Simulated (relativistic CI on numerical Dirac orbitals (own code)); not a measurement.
# Inner-shell lines of Mo²⁰⁺

Calculated at this level of theory: Dirac-Coulomb-Breit CI, separate exchange-only KLI orbitals for each configuration, model QED, unscaled Slater integrals (own radial code, finite nucleus).

CI space (outside the closed core 1s2 2s2 3s2 3p6): 2p6 3d4, 2p5 3d5, 2p5 3d4 4s. Levels of other configurations are missing.

The table holds the strongest lines. The upper levels have an inner-shell vacancy. Auger decay, open to those above the ionisation limit, is not computed, and radiative decays to configurations outside the model are missing too. Absolute energies can be off by a few tenths of a per cent, so close lines can change order. LS names give the leading component, which can be well under half, for lower levels too. Brackets number the levels in order of energy.

```csv
E (eV),Upper,Lower,A (s⁻¹),gA (s⁻¹)
2366.05,2p5 3d5 1K°_7 [79],2p6 3d4 3H_6 [11],2.65e+13,3.97e+14
2373.39,2p5 3d5 3H°_6 [126],2p6 3d4 1I_6 [19],3.12e+13,4.05e+14
2373.72,2p5 3d5 3G°_4 [115],2p6 3d4 3F_4 [13],4.32e+13,3.88e+14
2373.87,2p5 3d5 5P°_3 [76],2p6 3d4 5D_4 [5],4.72e+13,3.30e+14
2374.13,2p5 3d5 3G°_4 [139],2p6 3d4 1G_4 [22],3.84e+13,3.45e+14
2374.66,2p5 3d5 3H°_6 [112],2p6 3d4 3H_6 [11],7.71e+13,1.00e+15
2375.81,2p5 3d5 3G°_5 [130],2p6 3d4 3G_5 [17],3.23e+13,3.55e+14
2375.93,2p5 3d5 3F°_4 [165],2p6 3d4 1G_4 [32],3.63e+13,3.27e+14
2376.40,2p5 3d5 3H°_6 [135],2p6 3d4 1I_6 [19],5.14e+13,6.68e+14
2376.85,2p5 3d5 5P°_2 [82],2p6 3d4 5D_2 [3],7.28e+13,3.64e+14
2377.00,2p5 3d5 1G°_4 [162],2p6 3d4 3F_4 [27],6.01e+13,5.41e+14
2377.10,2p5 3d5 5F°_4 [91],2p6 3d4 5D_4 [5],6.02e+13,5.42e+14
2377.23,2p5 3d5 3H°_5 [119],2p6 3d4 3H_5 [8],7.44e+13,8.18e+14
2378.82,2p5 3d5 3H°_6 [126],2p6 3d4 3H_6 [11],2.79e+13,3.63e+14
2379.33,2p5 3d5 3F°_4 [132],2p6 3d4 3F_4 [13],5.13e+13,4.62e+14
2379.36,2p5 3d5 5D°_2 [95],2p6 3d4 5D_3 [4],9.21e+13,4.61e+14
2380.14,2p5 3d5 3H°_4 [122],2p6 3d4 3H_4 [7],3.87e+13,3.48e+14
2380.14,2p5 3d5 3G°_5 [130],2p6 3d4 3H_6 [11],8.05e+13,8.85e+14
2380.50,2p5 3d5 1F°_3 [168],2p6 3d4 1G_4 [32],6.60e+13,4.62e+14
2380.59,2p5 3d5 3F°_4 [144],2p6 3d4 3G_5 [17],7.63e+13,6.87e+14
2380.64,2p5 3d5 3G°_4 [124],2p6 3d4 3H_4 [7],6.46e+13,5.81e+14
2381.31,2p5 3d5 1D°_2 [163],2p6 3d4 1F_3 [25],7.08e+13,3.54e+14
2381.51,2p5 3d5 3F°_3 [143],2p6 3d4 3G_4 [14],9.46e+13,6.62e+14
2382.28,2p5 3d5 3F°_4 [134],2p6 3d4 3H_5 [8],3.99e+13,3.59e+14
2385.04,2p5 3d5 1H°_5 [157],2p6 3d4 1I_6 [19],1.26e+14,1.39e+15
2466.21,2p5 3d5 5P°_3 [176],2p6 3d4 5D_4 [5],6.28e+13,4.40e+14
2475.69,2p5 3d5 3H°_6 [218],2p6 3d4 1I_6 [19],8.50e+13,1.10e+15
2475.77,2p5 3d5 3F°_4 [240],2p6 3d4 1G_4 [32],7.00e+13,6.30e+14
2475.92,2p5 3d5 3G°_5 [205],2p6 3d4 3H_6 [11],4.57e+13,5.03e+14
2476.60,2p5 3d5 3G°_5 [225],2p6 3d4 1G_4 [22],3.26e+13,3.59e+14
2476.79,2p5 3d5 3H°_6 [218],2p6 3d4 3G_5 [17],3.21e+13,4.17e+14
2477.72,2p5 3d5 3G°_4 [219],2p6 3d4 3G_5 [17],4.16e+13,3.75e+14
2478.03,2p5 3d5 1H°_5 [223],2p6 3d4 1I_6 [19],4.77e+13,5.25e+14
2479.02,2p5 3d5 3G°_3 [207],2p6 3d4 3H_4 [7],5.16e+13,3.61e+14
2485.20,2p5 3d5 1H°_5 [236],2p6 3d4 1I_6 [19],3.21e+13,3.54e+14
```
